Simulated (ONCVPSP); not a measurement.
# Varying the ONCV potential for Pd

Base potential:

ONCVPSP 4.0.1 input, shortened (lines: element, Z, core and valence counts, functional; n l f; lmax; l rc ep ncon nbas qcut; lloc lpopt rc5 dvloc0; l nproj debl; icmod fcfact rcfact), PBE, scalar-relativistic:

```
  Pd 46.00    6    3        4      upf
    1    0    2.00
    2    0    2.00
    2    1    6.00
    3    0    2.00
    3    1    6.00
    3    2   10.00
    4    0    2.00
    4    1    6.00
    4    2   10.00
    2
    0    1.55    0.00    3    7    8.30
    1    1.20    0.00    4    8    7.90
    2    1.40    0.00    4    7    8.00
    4    5    0.90    6.00
    0    3    3.00
    1    2    3.50
    2    1    2.00
    0    0.00    0.00
```

In the s channel the program set the typed energies aside and used -3.136, 0.250, 3.250 Ha.

Cutoffs, loose and tight: the cutoffs (Ha) at which the residual kinetic energy of the hardest occupied pseudo-wave falls to 1 and 0.1 mHa per electron. They do not see the model core or the augmentation charge, which bear on the density cutoff. Test errors are all-electron minus pseudo excitation energies from the reference, over the configurations 4s2 4p6 4d9; 4s2 4p6 4d8; 4s2 4p6 4d7; 4s1 4p6 4d10. A dash means not determined; rows that change the core or the reference have their own tests. The largest error is taken over the tests solved by every variant that gives reliable tests at all: 4s1 4p6 4d10; 4s2 4p6 4d8; 4s2 4p6 4d9.

| change | outcome | cutoff, loose | cutoff, tight | bound ghosts | GHOST(+) flags above zero | largest test error (meV) |
| --- | --- | --- | --- | --- | --- | --- |
| base | generated, projector energies reset by the program | 32 Ha | 128 Ha | none | s | -163 |
| s: qcut 6.1 | generated, projector energies reset by the program | 32 Ha | 128 Ha | none | s | -299 |
| s: qcut 6.8 | generated, projector energies reset by the program | 32 Ha | 128 Ha | none | s | -248 |
| s: qcut 8.8 | generated, projector energies reset by the program | 32 Ha | 128 Ha | none | s | -142 |
| s: qcut 10.3 | generated, projector energies reset by the program | 33 Ha | 128 Ha | none | s | -90 |
| s: qcut 11.2 | generated, projector energies reset by the program | 36 Ha | 128 Ha | none | s | -68 |
| s: qcut 12.3 | generated, projector energies reset by the program | 37 Ha | 128 Ha | none | s | -58 |

Question: What comes out with this change to the base: s: qcut 9.7?

Answer: outcome: generated, projector energies reset by the program; cutoff, loose: 32 Ha; cutoff, tight: 128 Ha; bound ghosts: none; GHOST(+) flags above zero: s; largest test error (meV): -107.

Question: What comes out with this change to the base: s: qcut 5?

Answer: outcome: generated, projector energies reset by the program; cutoff, loose: 32 Ha; cutoff, tight: 128 Ha; bound ghosts: none; GHOST(+) flags above zero: s; largest test error (meV): -359.

Question: What comes out with this change to the base: s: qcut 7.7?

Answer: outcome: generated, projector energies reset by the program; cutoff, loose: 32 Ha; cutoff, tight: 128 Ha; bound ghosts: none; GHOST(+) flags above zero: s; largest test error (meV): -192.

Reading the sweep of the qcut of the s channel (base included, trends over the rows without a ghost): The loose cutoff stays near 32 Ha.
